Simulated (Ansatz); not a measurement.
Cartesian coordinates in Å:
```
F 0.708 -0.808 -2.525
C -0.525 -0.162 0.201
Al 0.941 -0.035 -1.085
S -0.078 0.725 1.707
H -0.721 -1.218 0.407
H 2.301 0.728 -0.871
H -1.428 0.260 -0.252
H -1.198 0.509 2.419
```

Charge 0, multiplicity 1. The bonds changed during the relaxation, so this is another structure than the one it started from.

**Question.** List the ωB97M-V/def2-TZVPP orbital energies in eV (the Gaussian-basis code of Ansatz). (Estimate.)

**Answer.** Computed: Occupied: -2426.89, -1532.56, -676.64, -281.96, -220.83, -163.96, -163.87, -163.73, -117.17, -76.84, -76.67, -76.61, -34.80, -24.50, -20.44, -15.81, -14.95, -14.73, -14.24, -14.17, -12.72, -11.78, -10.66, -9.22. Lowest empty: 0.49, 1.38, 1.82, 3.07, 3.34, 3.91, 3.97, 4.71.
